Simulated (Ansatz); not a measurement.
**A substitution series on Sc: CH3 to NH2**

On one Sc centre, n of the CH3 ligands are replaced by NH2. The HOMO–LUMO gap y in eV at wB97M-V/def2-TZVPP. Shapes: PBE0-D4/def2-TZVP. Flexible molecules stand in one conformer, not always the lowest. Programs: Ansatz 0.2.0.

```
     molecule  n  y (eV)
     Sc(CH3)3  0    8.68
Sc(CH3)2(NH2)  1       ?
Sc(CH3)(NH2)2  2    9.16
     Sc(NH2)3  3    9.39
```

**Question.** Fit y = c + s·n to the known rows and predict Sc(CH3)2(NH2).

**Answer.** 
1. Means of the 3 rows: n = 1.66667, y = 9.077.
2. Σ(Δn)² = 4.6667, Σ(Δn·Δy) = 1.1067, so the slope is 1.1067/4.6667 = 0.23715.
3. Intercept: 9.077 − (0.23715) × 1.66667 = 8.682. The largest residual of the fit is 0.004.
4. Sc(CH3)2(NH2): 8.682 + (0.23715) × 1 = 8.92 eV.

The run gave 8.86 eV, so the prediction is off by +0.06 eV, more than the largest residual. The steps per swap are +0.18, +0.30, +0.23 eV. Other levels give for Sc(CH3)2(NH2): r2SCAN-D4/def2-TZVPP 3.39; B3LYP-D4/def2-TZVPP 4.43; BHLYP-D4/def2-TZVPP 6.95 eV. Orbital gaps aren't excitation energies, and the LUMO depends on the basis.
